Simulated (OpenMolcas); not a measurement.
Mo4+: ligand-field states by method

Mo4+ with 6 ligands (chloride) in octahedral coordination (Oh) at 2.41 Å. A charge of +0.333 e stands 2.6 Å behind each ligand. Ligand basis ANO-RCC-VDZP.
```
Mo    0.0000    0.0000    0.0000
Cl    2.4100    0.0000    0.0000
Cl    0.0000    2.4100    0.0000
Cl   -2.4100    0.0000    0.0000
Cl    0.0000   -2.4100    0.0000
Cl    0.0000    0.0000    2.4100
Cl    0.0000    0.0000   -2.4100
```

```json
{
  "Program": "OpenMolcas",
  "Basis": "ANO-RCC-VTZP [7s6p4d2f1g]",
  "Scalar Hamiltonian": "DKH2, point nucleus",
  "Active space": "2 electrons in 5 orbitals (4d)",
  "State averaging": "2S+1 = 3 even, 10 roots; 2S+1 = 1 even, 15 roots",
  "Spin-orbit coupling": "RASSI with atomic mean-field integrals over the reference wave functions"
}
```

I. CASSCF
II. SS-CASPT2, IPEA 0.25 Eh, imaginary shift 0.1 Eh (closed shells correlated: 4s 4p and the ligand valence shells)
III. SS-CASPT2, IPEA 0 Eh, imaginary shift 0.1 Eh (closed shells correlated: 4s 4p and the ligand valence shells)

Spin-free states (labels of O, the rotations of Oh) in cm-1, each column counted from its own energy of the first state listed:

| State | Degeneracy | I | II | III |
| --- | --- | --- | --- | --- |
| 3T1 | 3 | 0 | 0 | 0 |
| 1T2 | 3 | 9644 | 5850 | 6290 |
| 1E | 2 | 9934 | 6270 | 6480 |
| 3T2 | 3 | 20890 | 23450 | 23400 |
| 1A1 | 1 | 21830 | 15360 | 14520 |
| 3T1 | 3 | 28784 | 29000 | 28470 |

From I to II, I's first state of the same spin (3T2) moves from 20890 to 23450 cm-1, by about +2600 cm-1.

From I to II, I's first state of another spin (1T2) moves from 9644 to 5850 cm-1, by about -3800 cm-1.

I: A least-squares ligand-field fit to the states below 45000 cm-1, each weighted by its degeneracy and with a free common offset, gives 10Dq = 21680 cm-1, B = 615 cm-1 and C = 2541 cm-1 (C/B = 4.13), with an rms deviation of 502 cm-1. The same method and metal basis give the free ion B = 861 cm-1 (fit to its terms below 60000 cm-1, rms deviation 23 cm-1), so the nephelauxetic ratio is β = 615 / 861 = 0.71; it hangs on how both fits weigh the states, and computed free-ion B values tend to be too large, so β mixes covalency with correlation.

χT at 300 K: I 0.40, II 0.40, III 0.40 cm3 K/mol.

Roots that are degenerate in the reference are averaged as groups; the widest CASPT2 spread within a group is 77 cm-1 (the 3-fold group of multiplicity 3 near 23500 cm-1 above the lowest state of its run, II). Shifts and gaps below about the spread of the groups concerned are not significant. Over all roots computed the reference weight is 0.63 to 0.65 in II, 0.62 to 0.64 in III; a low but even weight reflects the number of correlated electrons. An orbital triplet at a regular site is open to Jahn-Teller coupling, which can distort the site and quench the lowest spin-orbit gaps and is left out. The least metal-like active orbital is 72 % on the metal (Löwdin) and no ligand orbital is active, so the numbers are rough. Ligand-to-metal charge-transfer states are missing. With no ligand orbital active B as a rule stays too high, so bands that hang on it stand too high and its fall with covalency is understated. Without dynamic correlation the repulsion within the d shell is too large (B by tens of per cent), so at a given field states of lower spin stand too high (holds for I). With metal d orbitals alone the field can be off either way by tens of per cent (holds for I). With one d shell and no ligand orbital active, 10Dq can be off by a tenth or more (holds for II; III). No measured value stands beside these numbers; the geometry was imposed, not optimised, and the real ion may take another.
